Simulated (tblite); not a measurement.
Task: Give a GFN2-xTB geometry of `N#CCC[SiH2]O[C@]12C[C@H]1C2`.

Result: 
```
atom  x, y, z in Å
N1     4.9820   -0.2975   -1.6989
C2     3.9819   -0.4452   -1.1639
C3     2.7217   -0.5887   -0.4833
C4     2.2041    0.7778   -0.0204
Si5    0.5371    0.6644    0.8764
O6    -0.4004   -0.0630   -0.2355
C7    -1.7224   -0.3372   -0.2012
C8    -2.7383   -0.3062   -1.2926
C9    -2.9623    0.4687   -0.0227
C10   -2.6484   -0.6545    0.9253
H11    2.8616   -1.2566    0.3711
H12    2.0047   -1.0498   -1.1678
H13    2.9344    1.2290    0.6508
H14    2.1300    1.4377   -0.8863
H15    0.6345   -0.1688    2.0798
H16    0.0351    1.9917    1.2371
H17   -3.3358   -1.1918   -1.4842
H18   -2.4902    0.2558   -2.1842
H19   -3.1792    1.4994    0.1481
H20   -3.2427   -1.5615    0.8871
H21   -2.3164   -0.3867    1.9211
```

Orientation and origin are arbitrary. Atoms count from 1 in this order. The 3-membered ring C7–C8–C9 has internal angles of 59.6° to 60.6°. The 7 C–C bonds span 1.439 Å (C2–C3, drawn single) to 1.533 Å (C3–C4, drawn single), a spread of 0.094 Å. The 3-membered ring C7–C9–C10 has internal angles of 59.6° to 60.5°. Of the pairs four or more bonds apart, Si5···H21 is among the closest relative to their van der Waals radii: 3.22 Å, 97 % of the sum of Bondi's values.

Bonds between heavy atoms (Å): N1≡C2 1.144, C2–C3 1.439, C3–C4 1.533, C4–Si5 1.896, Si5–O6 1.626, O6–C7 1.351, C7–C8 1.491, C8–C9 1.504, C9–C10 1.503, C7–C9 1.490, C7–C10 1.492.

The geometry is computed with GFN2-xTB (gas phase).

Point group: C1 (no symmetry element, even within 0.4 Å). Its GFN2-xTB frequencies are all real (lowest 24 cm⁻¹). The numbers are those of one conformer (C2–C3–C4–Si5 180°, C3–C4–Si5–O6 -57°, C4–Si5–O6–C7 -175°, Si5–O6–C7–C8 143°). 3 starts were optimised and ended at 0.00, 0.29 and 2.34 kcal/mol (GFN2-xTB); the lowest of these is shown.
